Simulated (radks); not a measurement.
Spherical jellium clusters: N electrons in a uniform positive sphere of charge N and radius rs N^(1/3), rs = 3.42 bohr. Calculated with a radial shooting solver with Libxc functionals: non-relativistic Kohn-Sham, LDA (Slater exchange, Perdew-Wang correlation), spin-polarised, spherical densities. Levels are named by radial order and angular momentum (1s, 1p, 1d, 2s, ...), and open shells are averaged over m.

N = 19, configuration 1s2 1p6 1d10 2s(up 1, down 0). This is the lowest configuration that the search found. Occupied and some empty levels:

| level | occupation | eigenvalue (eV) | <r> (bohr) |
|---|---|---|---|
| 1s up | 1 | -6.1377 | 5.487 |
| 1s down | 1 | -5.9682 | 5.755 |
| 1p up | 3 | -4.9712 | 6.745 |
| 1p down | 3 | -4.9049 | 6.800 |
| 1d up | 5 | -3.6030 | 7.624 |
| 1d down | 5 | -3.5579 | 7.627 |
| 2s up | 1 | -3.1980 | 6.500 |
| 2s down | 0 | -2.8908 | 6.666 |
| 1f up | 0 | -2.0674 | 8.461 |
| 1f down | 0 | -2.0233 | 8.456 |
| 2p up | 0 | -1.5263 | 8.444 |
| 2p down | 0 | -1.4027 | 8.706 |
| 1g up | 0 | -0.45535 | 9.589 |
| 1g down | 0 | -0.41037 | 9.609 |

Energy (eV): total -34.2801, kinetic 42.687, external -1267.3, Hartree 622.92, exchange-correlation -78.445, background 645.85.
